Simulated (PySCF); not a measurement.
C2H6OSTe. Atoms are numbered in the order given.

```xyz
11

Te     0.2118    -0.0370     0.7694
O     -1.7265    -0.5656     0.4068
C     -2.6106     0.4960     0.0890
H     -2.3244     1.0191    -0.8531
H     -3.6125     0.0390    -0.0630
H     -2.6910     1.2595     0.8981
S      0.9333     0.6487    -1.4177
C      1.3239    -0.9252    -2.2796
H      2.1377    -1.4713    -1.7666
H      1.6552    -0.6430    -3.2994
H      0.4221    -1.5610    -2.3517
```

Geometry optimised at PBE-D3(BJ)/def2-SVP. The structure was generated by enumeration, and PubChem lists no compound with its InChIKey, so it may never have been made. The def2 effective core potentials stand for the cores of Te; spin–orbit coupling is left out. The values are those of a single conformer.

These are PBE-D3(BJ)/def2-SVP in PySCF values and carry that method's errors.

Frequencies are harmonic and unscaled.

Computed harmonic wavenumbers and intensities:
```csv
mode,ν (cm⁻¹),IR (km/mol),moving atoms (share of kinetic energy)
1,55,0.5,"C 60 %, H 26 %, Te 9 %"
2,95,4.6,"H 30 %, C 29 %, S 23 %, O 15 %"
3,118,1.4,"H 83 %, O 11 %"
4,143,2.3,"H 61 %, S 22 %"
5,179,2.0,"H 45 %, C 33 %, S 12 %"
6,218,7.0,"O 35 %, H 32 %, C 12 %, Te 12 %, S 9 %"
7,279,1.8,"C 37 %, O 24 %, H 22 %, Te 14 %"
8,344,10.6,"S 78 %, Te 19 %"
9,504,38.4,"O 78 %, Te 10 %"
10,672,2.4,"C 58 %, S 31 %, H 11 %"
11,920,3.4,"H 83 %, C 15 %"
12,922,10.0,"H 79 %, C 18 %"
13,1036,102.4,"O 47 %, C 47 %"
14,1124,2.5,"H 76 %, C 19 %"
15,1132,12.8,"H 72 %, C 21 %"
16,1267,7.9,"H 86 %, C 13 %"
17,1383,10.9,H 96 %
18,1392,9.2,H 92 %
19,1396,15.3,H 93 %
20,1398,8.2,H 95 %
21,1428,17.7,H 95 %
22,2905,88.7,H 97 %
23,2979,11.9,H 98 %
24,2980,36.4,"H 90 %, C 10 %"
25,3021,16.4,"H 91 %, C 9 %"
26,3088,1.0,"H 90 %, C 10 %"
27,3108,1.3,"H 90 %, C 10 %"
```
